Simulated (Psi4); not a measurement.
C2H4NO, charge -1, singlet, geometry from GFN2-xTB (a gas-phase anion, which may not be bound at this level); CCSD(T)/6-31G* (Psi4).

Psi4 was given this input:
```
memory 2 GB

molecule mol {
-1 1
O     0.321106    1.279463    0.382909
C    -0.071521    0.135909    0.029199
N     0.980979   -0.778890   -0.450342
C    -1.327930   -0.375569    0.025138
H     0.801109   -1.730363   -0.146165
H    -1.533231   -1.382723   -0.313662
H    -2.177090    0.233060    0.294171
H     1.870217   -0.465486   -0.071250
}

set {
  basis 6-31g*
  reference rhf
}

energy('ccsd(t)')
print_variables()
```

Output, abridged:

```
   => Loading Basis Set <=

    Name: 6-31G*
    Role: ORBITAL
    Keyword: BASIS

         ---------------------------------------------------------
                                   SCF
               by Justin Turney, Rob Parrish, Andy Simmonett
                          and Daniel G. A. Smith
                              RHF Reference
         ---------------------------------------------------------

  ==> Geometry <==

    Molecular point group: c1
    Full point group: C1

    Geometry (in Angstrom), charge = -1, multiplicity = 1:

       Center              X                  Y                   Z               Mass
    ------------   -----------------  -----------------  -----------------  -----------------
         O            0.303317613472     1.222415318312     0.378916040295    15.994914619570
         C           -0.089309386528     0.078861318312     0.025206040295    12.000000000000
         N            0.963190613472    -0.835937681688    -0.454334959705    14.003074004430
         C           -1.345718386528    -0.432616681688     0.021145040295    12.000000000000
         H            0.783320613472    -1.787410681688    -0.150157959705     1.007825032230
         H           -1.551019386528    -1.439770681688    -0.317654959705     1.007825032230
         H           -2.194878386528     0.176012318312     0.290178040295     1.007825032230
         H            1.852428613472    -0.522533681688    -0.075242959705     1.007825032230

  Running in c1 symmetry.

  Rotational constants: A =      0.36395  B =      0.34569  C =      0.17880 [cm^-1]
  Rotational constants: A =  10910.93438  B =  10363.49851  C =   5360.20796 [MHz]
  Nuclear repulsion =  113.369011561901800

  Charge       = -1
  Multiplicity = 1
  Electrons    = 32
  Nalpha       = 16
  Nbeta        = 16

  ==> Algorithm <==

  SCF Algorithm Type is PK.
  DIIS enabled.
  MOM disabled.
  Fractional occupation disabled.
  Guess Type is SAD.
  Energy threshold   = 1.00e-08
  Density threshold  = 1.00e-08
  Integral threshold = 1.00e-12

  ==> Primary Basis <==

  Basis Set: 6-31G*
    Blend: 6-31G*
    Number of shells: 32
    Number of basis functions: 68
    Number of Cartesian functions: 68
    Spherical Harmonics?: false
    Max angular momentum: 2

  ==> Integral Setup <==

  Using in-core PK algorithm.
   Calculation information:
      Number of atoms:                   8
      Number of AO shells:              32
      Number of primitives:             76
      Number of atomic orbitals:        68
      Number of basis functions:        68

      Integral cutoff                 1.00e-12
      Number of threads:                 1

  Performing in-core PK
  Using 5506062 doubles for integral storage.
  We computed 136901 shell quartets total.
  Whereas there are 139656 unique shell quartets.

  ==> DiskJK: Disk-Based J/K Matrices <==

    J tasked:                  Yes
    K tasked:                  Yes
    wK tasked:                  No
    Schwarz Cutoff:          1E-12

  Minimum eigenvalue in the overlap matrix is 3.6100873349E-03.
  Reciprocal condition number of the overlap matrix is 5.4038757460E-04.
    Using symmetric orthogonalization.

  ==> Pre-Iterations <==

  SCF Guess: Superposition of Atomic Densities via on-the-fly atomic UHF (no occupation information).

   -------------------------
    Irrep   Nso     Nmo
   -------------------------
     A         68      68
   -------------------------
    Total      68      68
   -------------------------

  ==> Iterations <==

                        Total Energy        Delta E     RMS |[F,P]|

   @RHF iter SAD:  -206.33609137677300   -2.06336e+02   0.00000e+00
   @RHF iter   1:  -207.14189893704696   -8.05808e-01   9.01612e-03 ADIIS/DIIS
   @RHF iter   2:  -207.28675243895128   -1.44854e-01   4.90102e-03 ADIIS/DIIS
   @RHF iter   3:  -207.32624619672589   -3.94938e-02   8.11708e-04 ADIIS/DIIS
   @RHF iter   4:  -207.32777410042274   -1.52790e-03   3.17229e-04 ADIIS/DIIS
   @RHF iter   5:  -207.32807022515135   -2.96125e-04   5.47053e-05 DIIS
   @RHF iter   6:  -207.32808432514821   -1.41000e-05   2.08640e-05 DIIS
   @RHF iter   7:  -207.32808640331507   -2.07817e-06   7.42520e-06 DIIS
   @RHF iter   8:  -207.32808674469837   -3.41383e-07   1.89977e-06 DIIS
   @RHF iter   9:  -207.32808677573445   -3.10361e-08   7.29620e-07 DIIS
   @RHF iter  10:  -207.32808677912999   -3.39554e-09   2.54972e-07 DIIS
   @RHF iter  11:  -207.32808677951331   -3.83324e-10   5.44327e-08 DIIS
   @RHF iter  12:  -207.32808677953119   -1.78773e-11   1.39150e-08 DIIS
   @RHF iter  13:  -207.32808677953253   -1.33582e-12   3.54188e-09 DIIS
  Energy and wave function converged.

  ==> Post-Iterations <==

    Orbital Energies [Eh]
    ---------------------

    Doubly Occupied:

[...]
      16A     -0.056522

    Virtual:

[...]
      68A      5.119515

    Final Occupation by Irrep:
              A
    DOCC [    16 ]
    NA   [    16 ]
    NB   [    16 ]

  @RHF Final Energy:  -207.32808677953253

   => Energetics <=

    Nuclear Repulsion Energy =            113.3690115619018002
    One-Electron Energy =                -515.1325330837711363
    Two-Electron Energy =                 194.4354347423368097
    Total Energy =                       -207.3280867795325264

Computation Completed

Properties will be evaluated at   0.000000,   0.000000,   0.000000 [a0]

Properties computed using the SCF density matrix

 Multipole Moments:

 ------------------------------------------------------------------------------------
     Multipole            Electronic (a.u.)      Nuclear  (a.u.)        Total (a.u.)
 ------------------------------------------------------------------------------------

 L = 1.  Multiply by 2.5417464519 to convert [e a0] to [Debye]
 Dipole X            :          1.7080972           -1.0420705            0.6660267
 Dipole Y            :          2.2163121           -3.3419355           -1.1256235
[...]
	Reference energy             =   -207.32808677953221

            **************************
            *                        *
            *        CCENERGY        *
            *                        *
            **************************

    Nuclear Rep. energy (wfn)     =  113.369011561901800
    SCF energy          (wfn)     = -207.328086779532526
    Reference energy    (file100) = -207.328086779532214

    Input parameters:
    -----------------
    Wave function   =     CCSD_T
    Reference wfn   =     RHF
    Brueckner       =     No
    Maxiter         =     50
    R_Convergence   =     1.0e-07
    E_Convergence   =     1.0e-06
    Restart         =     Yes
    DIIS            =     Yes
    AO Basis        =     NONE
    ABCD            =     NEW
    Cache Level     =     2
    Cache Type      =     LOW
    Print Level     =     1
    Num. of threads =     1
    # Amps to Print =     10
    Print MP2 Amps? =     No
    Analyze T2 Amps =     No
    Print Pair Ener =     No
    Local CC        =     No
    SCS-MP2         =     False
    SCSN-MP2        =     False
    SCS-CCSD        =     False

MP2 correlation energy -0.6148639197522017
                Solving CC Amplitude Equations
                ------------------------------
  Iter             Energy              RMS        T1Diag      D1Diag    New D1Diag    D2Diag
  ----     ---------------------    ---------   ----------  ----------  ----------   --------
     0        -0.614863919752202    0.000e+00    0.000000    0.000000    0.000000    0.142761
     1        -0.619219191360391    7.820e-02    0.010413    0.041920    0.041920    0.140045
     2        -0.634644189920469    2.848e-02    0.010058    0.041078    0.041078    0.151220
     3        -0.639466186273322    1.335e-02    0.012046    0.050198    0.050198    0.155869
     4        -0.639416692319479    3.486e-03    0.012505    0.052786    0.052786    0.157146
     5        -0.639394906894365    1.539e-03    0.012712    0.053849    0.053849    0.157815
     6        -0.639416456387244    4.994e-04    0.012785    0.054262    0.054262    0.157961
     7        -0.639405679673033    2.011e-04    0.012801    0.054337    0.054337    0.157970
     8        -0.639399186145369    7.363e-05    0.012803    0.054336    0.054336    0.157965
     9        -0.639402368344325    3.120e-05    0.012803    0.054335    0.054335    0.157966
    10        -0.639401040241466    1.301e-05    0.012803    0.054331    0.054331    0.157965
    11        -0.639401197548784    5.165e-06    0.012802    0.054329    0.054329    0.157964
    12        -0.639401055837119    2.136e-06    0.012803    0.054329    0.054329    0.157965
    13        -0.639401068149807    9.064e-07    0.012802    0.054329    0.054329    0.157965
    14        -0.639401065459435    3.635e-07    0.012802    0.054329    0.054329    0.157965
    15        -0.639401072574543    1.668e-07    0.012802    0.054329    0.054329    0.157965
    16        -0.639401074148109    6.071e-08    0.012802    0.054329    0.054329    0.157965

    Iterations converged.

    Largest TIA Amplitudes:
             11   2         0.0334589308
             13   2        -0.0220649694
             11   3         0.0189996413
             15   8        -0.0155079590
             12   2        -0.0148738416
             14   0         0.0148513128
             13   0         0.0142806454
             14   7        -0.0131632720
             14   3         0.0127082662
             11   1         0.0119324619

    Largest TIjAb Amplitudes:
     15  15   2   2        -0.0609194190
      8   8   1   1        -0.0263892845
     15  15   3   3        -0.0242047477
     15  15   2   3        -0.0230014040
     15  15   3   2        -0.0230014040
     11  11   2   2        -0.0228072465
      8   8  19  19        -0.0223970616
     12  12   4   4        -0.0208842864
     15  15   8   8        -0.0205281121
     13  13   2   2        -0.0203877278

    SCF energy       (wfn)                    = -207.328086779532526
    Reference energy (file100)                = -207.328086779532214

    Opposite-spin MP2 correlation energy      =   -0.453271417539726
    Same-spin MP2 correlation energy          =   -0.161592502212475
    Singles MP2 correlation energy            =   -0.000000000000000
    MP2 correlation energy                    =   -0.614863919752202
      * MP2 total energy                      = -207.942950699284410

    Opposite-spin CCSD correlation energy     =   -0.495214775635683
    Same-spin CCSD correlation energy         =   -0.144186298512426
    Singles CCSD correlation energy           =    0.000000000000000
    CCSD correlation energy                   =   -0.639401074148109
      * CCSD total energy                     = -207.967487853680325

            **************************
            *                        *
            *        CCTRIPLES       *
            *                        *
            **************************

    Wave function   =    CCSD_T
    Reference wfn   =      RHF

    Nuclear Rep. energy (wfn)                =  113.369011561901800
    SCF energy          (wfn)                = -207.328086779532526
    Reference energy    (file100)            = -207.328086779532214
    CCSD energy         (file100)            =   -0.639401074148109
    Total CCSD energy   (file100)            = -207.967487853680325

    Number of ijk index combinations:              816
    Approx. words needed per explicit thread:          562432
    Number of threads for explicit ijk threading:    1

    MKL num_threads set to 1 for explicit threading.

    (T) energy                                =   -0.019397086236260
      * CCSD(T) total energy                  = -207.986884939916592

  Variable Map:
  ----------------------------------------------------------------------------
[...]
  Array Variable Map:
  ----------------------------------------------------------------------------
[...]
[...]
```
